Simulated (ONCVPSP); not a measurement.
# Configuration tests for Zn (ONCV)

```json
{"Element": "zinc (Zn)", "Generator": "ONCVPSP 4.0.1", "Type": "optimised norm-conserving Vanderbilt (ONCV)", "Functional": "PBE", "Relativity": "scalar-relativistic", "Frozen core": "[Ar]", "Valence charge": "12", "Reference configuration": "3d10 4s2", "Partial waves": "4s: rc 2.10 bohr, ncon 4, nbas 8, qcut 2.9 1/bohr, 2 projectors, debl 3.6 Ha; p scattering state at 0.17 Ha: rc 1.90 bohr, ncon 4, nbas 9, qcut 4 1/bohr, 1 projector; 3d: rc 1.25 bohr, ncon 4, nbas 9, qcut 13.5 1/bohr, 2 projectors, debl 0.9 Ha", "Local potential": "polynomial inside 0.85 bohr (lpopt 5, dvloc0 6 Ha)", "Core correction": "polynomial model core, fcfact 0.3"}
```

Energies are relative to the spin-unpolarised reference configuration 3d10 4s2; without spin polarisation the order of configurations can differ from experiment.

```tsv
valence configuration	charge	ΔE all-electron (eV)	error AE − PS (meV)
3d10 4s1	+1	9.889	-5.6
3d10 4s0	+2	28.331	-40
3d8 4s0	+4	130.679	-699
```

(1) What are ΔE and the potential's error for 3d9 4s0?

Levels in the configuration 3d9 4s0:

```csv
level,all-electron (eV),pseudo (eV)
3d,-50.718,-51.004
```

Note: no bound ghost flagged; GHOST(+) flagged for s at 33.2 eV, p at 33.8 eV.

Results:

(1) ΔE = 68.865 eV all-electron; the error (AE − PS) is -161 meV.
